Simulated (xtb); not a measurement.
BiCl₂ (SMILES [Cl][Bi+][Cl]), charge +1, singlet, from a rough starting geometry (GFN-xTB shapes and energies of metal compounds can be far from the true ones); GFN2-xTB in xtb.

Input for xtb:
```
$ xtb mol.xyz --gfn 2 --chrg 1 --opt vtight --json

# file mol.xyz
3

Bi     0.75665168    -0.05966929     0.82280923
Cl     0.98074402     0.36266200    -1.50411158
Cl    -1.65938969    -0.29483996     0.68596839
```

Question: Write the output that xtb gives for this input, abridged.

Answer: 
```
   ID    Z sym.   atoms
    1   83 Bi     1
    2   17 Cl     2, 3

           -------------------------------------------------
          |                Calculation Setup                |
           -------------------------------------------------

           -------------------------------------------------
          |                 G F N 2 - x T B                 |
           -------------------------------------------------

          ...................................................
          :                      SETUP                      :
          :.................................................:
          :  # basis functions                  24          :
          :  # atomic orbitals                  22          :
          :  # shells                            8          :
          :  # electrons                        18          :
          :  max. iterations                   250          :
          :  Hamiltonian                  GFN2-xTB          :
          :  restarted?                      false          :
          :  GBSA solvation                  false          :
          :  PC potential                    false          :
          :  electronic temp.          300.0000000     K    :
          :  accuracy                    1.0000000          :
          :  -> integral cutoff          0.2500000E+02      :
          :  -> integral neglect         0.1000000E-07      :
          :  -> SCF convergence          0.1000000E-05 Eh   :
          :  -> wf. convergence          0.1000000E-03 e    :
          :  Broyden damping             0.4000000          :
          :  net charge                          1          :
          :  unpaired electrons                  0          :
          ...................................................

 iter      E             dE          RMSdq      gap      omega  full diag
   1    -10.5706679 -0.105707E+02  0.159E+01    0.64       0.0  T
   2    -10.8867276 -0.316060E+00  0.193E+01    4.51       1.0  T
   3    -11.0105051 -0.123778E+00  0.141E+01    2.63       1.0  T
   4    -11.0097276  0.777499E-03  0.142E+01    2.64       1.0  T
   5    -11.0447448 -0.350172E-01  0.826E+00    1.21       1.0  T
   6    -11.0481176 -0.337280E-02  0.623E+00    1.29       1.0  T
   7    -11.0521266 -0.400894E-02  0.430E+00    1.71       1.0  T
   8    -11.0524006 -0.274003E-03  0.279E+00    1.68       1.0  T
   9    -11.0534581 -0.105751E-02  0.274E-01    1.56       1.0  T
  10    -11.0534806 -0.225013E-04  0.897E-02    1.56       1.0  T
  11    -11.0533868  0.937838E-04  0.801E-01    1.51       1.0  T
  12    -11.0534849 -0.980931E-04  0.314E-02    1.55       1.8  T
  13    -11.0534848  0.782974E-07  0.725E-02    1.55       1.0  T
  14    -11.0534851 -0.296697E-06  0.242E-02    1.55       2.4  T
  15    -11.0534852 -0.731192E-07  0.203E-02    1.55       2.8  T
  16    -11.0534852 -0.224523E-07  0.875E-03    1.55       6.6  T
  17    -11.0534852 -0.234623E-07  0.841E-04    1.55      68.6  T
  18    -11.0534852 -0.226546E-09  0.194E-03    1.55      29.8  T
  19    -11.0534852  0.868390E-10  0.193E-03    1.55      29.9  T
  20    -11.0534852 -0.411047E-09  0.202E-04    1.55     285.7  T

   *** convergence criteria satisfied after 20 iterations ***

         :::::::::::::::::::::::::::::::::::::::::::::::::::::
         ::                     SUMMARY                     ::
         :::::::::::::::::::::::::::::::::::::::::::::::::::::
         :: total energy             -11.050946855208 Eh    ::
         :: gradient norm              0.011817037088 Eh/a0 ::
         :: HOMO-LUMO gap              1.553483563878 eV    ::
         ::.................................................::
         :: SCC energy               -11.053485179732 Eh    ::
         :: -> isotropic ES            0.172542668165 Eh    ::
         :: -> anisotropic ES         -0.001793959257 Eh    ::
         :: -> anisotropic XC         -0.000463990579 Eh    ::
[...]
 * total energy  :   -11.0509469 Eh     change       -0.2236433E-11 Eh
 * total energy  :   -11.0499943 Eh     change        0.9525152E-03 Eh
 * total energy  :   -11.0511855 Eh     change       -0.1191140E-02 Eh
 * total energy  :   -11.0508808 Eh     change        0.3046750E-03 Eh
 * total energy  :   -11.0512558 Eh     change       -0.3749898E-03 Eh
 * total energy  :   -11.0512559 Eh     change       -0.7933824E-07 Eh
   *** GEOMETRY OPTIMIZATION CONVERGED AFTER 6 ITERATIONS ***
         :: total energy             -11.051255874249 Eh    ::
[...]

           -------------------------------------------------
          |                Property Printout                |
           -------------------------------------------------

    * Orbital Energies and Occupations

         #    Occupation            Energy/Eh            Energy/eV
      -------------------------------------------------------------
         1        2.0000           -1.3612168             -37.0406
         2        2.0000           -1.2520653             -34.0704
         3        2.0000           -1.2351305             -33.6096
         4        2.0000           -0.6989507             -19.0194
         5        2.0000           -0.6853610             -18.6496
         6        2.0000           -0.6746563             -18.3583
         7        2.0000           -0.6474731             -17.6186
         8        2.0000           -0.6438154             -17.5191
         9        2.0000           -0.6429086             -17.4944 (HOMO)
        10                         -0.5839402             -15.8898 (LUMO)
        11                         -0.4151346             -11.2964
        12                         -0.4030355             -10.9672
        13                         -0.2002978              -5.4504
        14                         -0.1996237              -5.4320
        15                         -0.1977249              -5.3804
        16                         -0.1965537              -5.3485
        17                         -0.1965111              -5.3473
        18                         -0.1964432              -5.3455
        19                         -0.1963984              -5.3443
        20                         -0.1958266              -5.3287
       ...                                ...                  ...
        22                         -0.1616156              -4.3978
      -------------------------------------------------------------
                  HL-Gap            0.0589684 Eh            1.6046 eV
             Fermi-level           -0.6132760 Eh          -16.6881 eV

     #   Z          covCN         q      C6AA      α(0)
     1  83 Bi       1.634     0.993   464.169    42.461
     2  17 Cl       0.817     0.004    98.997    15.221
     3  17 Cl       0.817     0.004    98.999    15.221

 Mol. C6AA /au·bohr⁶  :       1698.592952
 Mol. C8AA /au·bohr⁸  :     144175.279190
 Mol. α(0) /au        :         72.903172

Wiberg/Mayer (AO) data.
largest (>0.10) Wiberg bond orders for each atom

 ---------------------------------------------------------------------------
     #   Z sym  total        # sym  WBO       # sym  WBO       # sym  WBO
 ---------------------------------------------------------------------------
     1  83 Bi   2.658 --     2 Cl   1.329     3 Cl   1.329
     2  17 Cl   1.502 --     1 Bi   1.329     3 Cl   0.173
     3  17 Cl   1.502 --     1 Bi   1.329     2 Cl   0.173
 ---------------------------------------------------------------------------

Topologies differ in total number of bonds
Writing topology from bond orders to xtbtopo.mol

molecular dipole:
                 x           y           z       tot (Debye)
 q only:        1.383      -0.118       1.556
   full:        1.414      -0.121       1.593       5.422
molecular quadrupole (traceless):
                xx          xy          yy          xz          yz          zz
 q only:        0.732      -0.232      -2.223       3.221      -0.295       1.492
  q+dip:        1.454      -0.054      -3.741       3.635      -0.660       2.287
   full:        1.054      -0.149      -2.888       3.381      -0.456       1.835

optimized geometry written to: xtbopt.xyz

           -------------------------------------------------
          | TOTAL ENERGY              -11.051255874249 Eh   |
          | GRADIENT NORM               0.000092317058 Eh/α |
          | HOMO-LUMO GAP               1.604611516661 eV   |
           -------------------------------------------------

normal termination of xtb
```
